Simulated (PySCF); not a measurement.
C4H5ClSi.

```xyz
11

C      0.3959    -3.3788     0.0000
C     -0.1449    -2.2753     0.0000
Si    -0.9225    -0.6095     0.0000
C      0.4343     0.7049     0.0000
C      1.7611     0.4850     0.0000
Cl    -0.2178     2.3412     0.0000
H      0.8657    -4.3542     0.0000
H     -1.7766    -0.4418     1.2229
H     -1.7766    -0.4418    -1.2229
H      2.4935     1.3079     0.0000
H      2.1332    -0.5519     0.0000
```

Coordinates come from a PBE-D3(BJ)/def2-SVP optimisation. The structure was generated by enumeration, and PubChem lists no compound with its InChIKey, so it may never have been made. Other conformers were not sampled.

All values below come from PBE/pcSseg-1 run with PySCF. Non-relativistic, no solvent.

**Question.** Give the absolute GIAO shielding of each atom: isotropic value and principal components (ppm). (An estimate is asked for; the answer gives what the named calculation found.)

**Answer.** 
```tsv
atom	σ(iso)	σ11	σ22	σ33	span
C1	75.8	-8.3	-7.0	242.7	251.0
C2	97.6	0.7	6.0	286.0	285.4
Si3	408.3	385.5	394.8	444.5	59.0
C4	27.3	-72.7	43.2	111.4	184.1
C5	42.2	-76.3	60.3	142.6	218.8
Cl6	634.1	356.5	628.1	917.9	561.4
H7	28.6	23.8	24.0	38.0	14.2
H8	26.4	22.8	25.7	30.6	7.8
H9	26.4	22.8	25.7	30.6	7.8
H10	24.7	21.1	23.8	29.2	8.1
H11	24.5	22.2	22.7	28.6	6.4
```
